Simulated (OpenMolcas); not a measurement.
Re4+ among 4 point charges of -1.6 e arranged as a tetrahedron (Td), 2.1 Å from the ion.
```
   1.2124    1.2124    1.2124  -1.60
   1.2124   -1.2124   -1.2124  -1.60
  -1.2124    1.2124   -1.2124  -1.60
  -1.2124   -1.2124    1.2124  -1.60
```

- Program: OpenMolcas
- Method: SS-CASPT2, IPEA 0.25 Eh, imaginary shift 0.1 Eh (closed shells correlated: 4f 5s 5p)
- Basis: ANO-RCC-VDZP [7s6p4d2f1g]
- Scalar Hamiltonian: DKH2, point nucleus
- Active space: 3 electrons in 5 orbitals (5d)
- State averaging: 2S+1 = 4 even, 10 roots; 2S+1 = 2 even, 40 roots
- Spin-orbit coupling: state interaction with AMFI integrals over the reference wave functions

Problem. What is the spin-free ground state (labels of Td)?

Solution. 4T1, 3-fold in its orbital part, 99 % from free-ion F terms; it has the highest spin that d3 allows.

Problem. Where is the first state of the same spin?

Solution. 4T2 at 2470 cm-1 above the ground state.

Problem. What are the lowest two levels with spin-orbit coupling?

Solution. A 4-fold level Γ8, then a 2-fold level Γ7 4780 cm-1 above it. Their leading multiplicities are 4 (85 %) and 4 (96 %).

Problem. What is χT at 300 K?

Solution. 0.12 cm3 K/mol.

Roots that are degenerate in the reference are averaged as groups; the widest CASPT2 spread within a group is 240 cm-1 (the 3-fold group of multiplicity 4 near 2470 cm-1 above the lowest state of its run). Shifts and gaps below about the spread of the groups concerned are not significant. Spin-orbit coupling mixes the spin-free states strongly: the lowest level takes only 52 % from its leading state, 4T1. Point charges give a weaker field than real ligands, and real ions of this kind are as a rule low spin; the high spin found here belongs to the model. Free-ion shares, where given, are those of the reference states; single-state CASPT2 does not remix them. Point charges carry no covalency, so the field is a model and not that of real ligands. No measured value stands beside these numbers.
